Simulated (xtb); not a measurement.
O₂, charge +1, doublet, geometry from GFN2-xTB (a state made from the parent by changing its charge; the spin is typed, not shown lowest), atoms displaced at random by about 0.05 Å a coordinate; GFN2-xTB (xtb).

The xtb input:
```
$ xtb mol.xyz --gfn 2 --chrg 1 --uhf 1 --opt --json

# file mol.xyz
2

O      0.03291378    -0.05412106    -0.53744545
O      0.00865805    -0.06698955     0.56350115
```

The log (banner, timings and long lists left out):

```
   ID    Z sym.   atoms
    1    8 O      1, 2

           -------------------------------------------------
          |                Calculation Setup                |
           -------------------------------------------------

           -------------------------------------------------
          |                 G F N 2 - x T B                 |
           -------------------------------------------------

          ...................................................
          :                      SETUP                      :
          :.................................................:
          :  # basis functions                   8          :
          :  # atomic orbitals                   8          :
          :  # shells                            4          :
          :  # electrons                        11          :
          :  max. iterations                   250          :
          :  Hamiltonian                  GFN2-xTB          :
          :  restarted?                      false          :
          :  GBSA solvation                  false          :
          :  PC potential                    false          :
          :  electronic temp.          300.0000000     K    :
          :  accuracy                    1.0000000          :
          :  -> integral cutoff          0.2500000E+02      :
          :  -> integral neglect         0.1000000E-07      :
          :  -> SCF convergence          0.1000000E-05 Eh   :
          :  -> wf. convergence          0.1000000E-03 e    :
          :  Broyden damping             0.4000000          :
          :  net charge                          1          :
          :  unpaired electrons                  1          :
          ...................................................

 iter      E             dE          RMSdq      gap      omega  full diag
   1     -7.3088113 -0.730881E+01  0.476E+00    0.00       0.0  T
   2     -7.3088588 -0.475295E-04  0.292E+00    0.00       1.0  T
   3     -7.3088891 -0.303345E-04  0.455E-02    0.00       1.6  T
   4     -7.3088891 -0.230638E-08  0.160E-02    0.00       4.4  T
   5     -7.3088891 -0.116279E-09  0.601E-06    0.00   11762.7  T
   6     -7.3088891  0.177636E-14  0.376E-07    0.00  100000.0  T

   *** convergence criteria satisfied after 6 iterations ***

         :::::::::::::::::::::::::::::::::::::::::::::::::::::
         ::                     SUMMARY                     ::
[...]
         :: total energy              -7.284767304474 Eh    ::
 * total energy  :    -7.2847673 Eh     change        0.3108624E-13 Eh
 * total energy  :    -7.2847771 Eh     change       -0.9752131E-05 Eh
 * total energy  :    -7.2847771 Eh     change       -0.3549578E-09 Eh
   *** GEOMETRY OPTIMIZATION CONVERGED AFTER 3 ITERATIONS ***
         :: total energy              -7.284777056960 Eh    ::
[...]
         2        2.0000           -1.1319885             -30.8030
         3        2.0000           -1.1085170             -30.1643
         4        2.0000           -1.1085170             -30.1643
         5        2.0000           -1.0176084             -27.6905
         6        0.5000           -0.7969653             -21.6865 (HOMO)
         7        0.5000           -0.7969653             -21.6865 (LUMO)
         8                          0.0778810               2.1192
      -------------------------------------------------------------
                  HL-Gap            0.0000000 Eh            0.0000 eV
             Fermi-level           -0.8521260 Eh          -23.1875 eV

     #   Z          covCN         q      C6AA      α(0)
     1   8 O        0.981     0.500     9.807     4.201
     2   8 O        0.981     0.500     9.807     4.201

 Mol. C6AA /au·bohr⁶  :         39.229366
 Mol. C8AA /au·bohr⁸  :        791.669975
 Mol. α(0) /au        :          8.401522

Wiberg/Mayer (AO) data.
largest (>0.10) Wiberg bond orders for each atom

 ---------------------------------------------------------------------------
     #   Z sym  total        # sym  WBO       # sym  WBO       # sym  WBO
 ---------------------------------------------------------------------------
     1   8 O    2.250 --     2 O    2.250
     2   8 O    2.250 --     1 O    2.250
 ---------------------------------------------------------------------------

Topologies differ in total number of bonds
Writing topology from bond orders to xtbtopo.mol

molecular dipole:
                 x           y           z       tot (Debye)
 q only:        0.039      -0.114       0.025
   full:        0.039      -0.114       0.025       0.314
molecular quadrupole (traceless):
                xx          xy          yy          xz          yz          zz
 q only:       -0.544      -0.006      -0.527      -0.034      -0.023       1.071
  q+dip:       -0.086      -0.007      -0.069      -0.004      -0.007       0.155
   full:        0.237      -0.007       0.254       0.017       0.004      -0.491

optimized geometry written to: xtbopt.xyz

           -------------------------------------------------
          | TOTAL ENERGY               -7.284777056960 Eh   |
          | GRADIENT NORM               0.000024514814 Eh/α |
          | HOMO-LUMO GAP               0.000000000004 eV   |
           -------------------------------------------------

normal termination of xtb
```
